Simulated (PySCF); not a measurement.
# Computed records: CH4FSi, C2H6NSi, BFH4NSi, AlBH4NSi

Calculation on a computer-drawn molecule: optimised geometry and harmonic frequencies of an isolated molecule of the commonest isotopes, restricted reference for singlets and unrestricted otherwise, frozen core in MP2. Program: PySCF 2.14.0.

Common to all runs: method HF.

```yaml
- entry: 1
  formula: CH4FSi
  start_structure:
    atoms_angstrom:
      - [C, -0.5693, 0.5333, -1.0065]
      - [Si, 0.3458, 1.6574, -2.2891]
      - [F, 1.7367, 0.6371, -2.5166]
      - [H, -0.6291, -0.5467, -1.245]
      - [H, -1.6311, 0.8875, -0.9676]
      - [H, -0.1722, 0.6156, -0.0098]
      - [H, -0.2803, 1.1558, -3.609]
  given:
    charge: -1
    multiplicity: 1
    basis: "aug-cc-pV(D+d)Z"
    drawn_bonds_atom: [1, 2, 1, 1, 1, 2]
    drawn_bonds_other_atom: [2, 3, 4, 5, 6, 7]
    drawn_bonds_order: [1, 1, 1, 1, 1, 1]
  results:
    optimised_atom_element: [C, Si, F, H, H, H, H]
    "optimised_atom_x [angstrom]": [-0.5919, 0.3944, 1.764, -0.6, -1.634, -0.1687, -0.3632]
    "optimised_atom_y [angstrom]": [0.5387, 1.635, 0.6317, -0.5246, 0.8829, 0.6288, 1.147]
    "optimised_atom_z [angstrom]": [-1.024, -2.306, -2.469, -1.294, -0.9695, -0.01707, -3.564]
    "modes_frequency [cm^-1]": [189.1, 254.1, 605.6, 638.6, 668.7, 783.3, 852.4, 950.1, 1317, 1533, 1548, 1897, 3093, 3154, 3164]
    "modes_reduced_mass [dalton]": [1.117, 3.327, 3.353, 1.107, 11.99, 1.381, 1.139, 1.245, 1.244, 1.056, 1.058, 1.04, 1.034, 1.1, 1.1]
    "rotational_constants [GHz]": [17.7, 7.037, 5.445]
    "total_energy [hartree]": -428.6223
    "convergence_status_largest_gradient_component [hartree/bohr]": 1.338e-05
- entry: 2
  formula: C2H6NSi
  start_structure:
    atoms_angstrom:
      - ["N", 0.0697, -0.0778, -1.5919]
      - [C, 0.8317, 0.2081, -0.5113]
      - [C, 2.1494, -0.0153, -0.3783]
      - [Si, 3.2709, -0.3802, -1.682]
      - [H, -0.7939, 0.4278, -1.7254]
      - [H, 0.5877, -0.1798, -2.4029]
      - [H, 0.2568, 0.574, 0.3364]
      - [H, 2.6142, 0.2457, 0.5578]
      - [H, 2.8977, -1.1784, -2.8374]
      - [H, 4.6839, -0.746, -1.2609]
  given:
    charge: 0
    multiplicity: 2
    basis: "cc-pV(D+d)Z"
    drawn_bonds_atom: [1, 2, 3, 1, 1, 2, 3, 4, 4]
    drawn_bonds_other_atom: [2, 3, 4, 5, 6, 7, 8, 9, 10]
    drawn_bonds_order: [1, 1, 2, 1, 1, 1, 1, 1, 1]
  results:
    optimised_atom_element: ["N", C, C, Si, H, H, H, H, H, H]
    "optimised_atom_x [angstrom]": [0.06006, 0.845, 2.19, 3.416, -0.7913, 0.5306, 0.2631, 2.595, 2.846, 4.614]
    "optimised_atom_y [angstrom]": [-0.1271, 0.1934, 0.09581, -0.2872, 0.3929, -0.1964, 0.4969, 0.3535, -1.079, -0.9646]
    "optimised_atom_z [angstrom]": [-1.6, -0.5096, -0.4066, -1.726, -1.673, -2.48, 0.3546, 0.5674, -2.847, -1.176]
    "modes_frequency [cm^-1]": [156.2, 200.7, 262.3, 438.4, 551.1, 626.2, 668.3, 738.2, 798.4, 825.2, 1004, 1046, 1102, 1241, 1405, 1479, 1698, 1798, 2273, 2300, 3297, 3326, 3784, 3891]
    "modes_reduced_mass [dalton]": [1.108, 3.602, 1.328, 1.569, 1.854, 1.287, 2.453, 1.341, 1.34, 1.93, 1.069, 1.277, 2.045, 1.13, 1.636, 1.553, 2.598, 1.275, 1.036, 1.047, 1.084, 1.092, 1.049, 1.099]
    "rotational_constants [GHz]": [14.97, 3.33, 2.752]
    "total_energy [hartree]": -422.5668
    spin_squared: 0.8495
    "convergence_status_largest_gradient_component [hartree/bohr]": 3.779e-05
- entry: 3
  formula: BFH4NSi
  start_structure:
    atoms_angstrom:
      - ["N", -2.8546, 1.0516, 2.0785]
      - [B, -2.0407, 1.325, 1.1743]
      - [Si, -0.7115, 1.4791, -0.4253]
      - [F, 0.4804, 0.5501, 0.1105]
      - [H, -2.8601, 1.6888, 2.9282]
      - [H, -3.5711, 0.3134, 2.2213]
      - [H, -1.2402, 0.8793, -1.6797]
      - [H, -0.2761, 2.8479, -0.4452]
  given:
    charge: 1
    multiplicity: 1
    basis: "cc-pV(D+d)Z"
    drawn_bonds_atom: [1, 2, 3, 1, 1, 3, 3]
    drawn_bonds_other_atom: [2, 3, 4, 5, 6, 7, 8]
    drawn_bonds_order: [1, 1, 1, 1, 1, 1, 1]
  results:
    optimised_atom_element: ["N", B, Si, F, H, H, H, H]
    "optimised_atom_x [angstrom]": [-2.878, -2.017, -0.6543, 0.562, -2.902, -3.561, -1.315, -0.3089]
    "optimised_atom_y [angstrom]": [1.09, 1.231, 1.45, 0.5415, 1.704, 0.3457, 0.9046, 2.868]
    "optimised_atom_z [angstrom]": [2.129, 1.138, -0.4186, 0.06415, 2.931, 2.163, -1.601, -0.4425]
    "modes_frequency [cm^-1]": [65.01, 140.8, 226.6, 385.5, 466.5, 586.0, 671.5, 755.5, 859.3, 913.8, 949.1, 1005, 1554, 1752, 2421, 2442, 3686, 3778]
    "modes_reduced_mass [dalton]": [1.041, 6.476, 2.092, 6.195, 7.111, 1.25, 1.317, 1.125, 1.569, 1.693, 2.136, 1.194, 1.368, 3.231, 1.026, 1.058, 1.053, 1.096]
    "rotational_constants [GHz]": [15.65, 2.661, 2.372]
    "total_energy [hartree]": -469.6581
    "convergence_status_largest_gradient_component [hartree/bohr]": 1.735e-05
- entry: 4
  formula: AlBH4NSi
  start_structure:
    atoms_angstrom:
      - [B, -0.9181, 0.3786, 2.6164]
      - [Al, 0.5065, -0.5644, 1.7445]
      - ["N", 1.791, -1.5083, 0.9068]
      - [Si, 3.028, -2.3693, 0.1292]
      - [H, -0.7108, 0.9086, 3.6923]
      - [H, -1.9647, 0.5799, 2.0632]
      - [H, 4.0214, -1.6826, -0.6456]
      - [H, 3.2353, -3.7757, 0.3032]
  given:
    charge: 0
    multiplicity: 2
    basis: "cc-pV(D+d)Z"
    drawn_bonds_atom: [1, 2, 3, 1, 1, 4, 4]
    drawn_bonds_other_atom: [2, 3, 4, 5, 6, 7, 8]
    drawn_bonds_order: [1, 1, 2, 1, 1, 1, 1]
  results:
    optimised_atom_element: [B, Al, "N", Si, H, H, H, H]
    "optimised_atom_x [angstrom]": [-0.7393, 0.3478, 1.689, 2.884, -0.4603, -1.782, 4.306, 2.743]
    "optimised_atom_y [angstrom]": [0.2745, -0.2009, -1.299, -2.253, 1.246, -0.2728, -1.867, -3.66]
    "optimised_atom_z [angstrom]": [2.643, 0.8734, 0.6108, 0.2819, 3.298, 2.894, 0.3432, -0.1347]
    "modes_frequency [cm^-1]": [82.06, 89.76, 159.0, 200.8, 218.5, 460.8, 515.7, 643.0, 732.4, 750.6, 858.5, 1092, 1200, 1379, 2343, 2351, 2636, 2715]
    "modes_reduced_mass [dalton]": [4.188, 2.756, 1.265, 7.643, 1.107, 5.475, 1.219, 9.618, 1.185, 1.247, 1.37, 1.059, 1.14, 14.07, 1.055, 1.03, 1.051, 1.123]
    "rotational_constants [GHz]": [23.97, 1.681, 1.622]
    "total_energy [hartree]": -612.2603
    spin_squared: 0.832
    "convergence_status_largest_gradient_component [hartree/bohr]": 7.491e-06
```
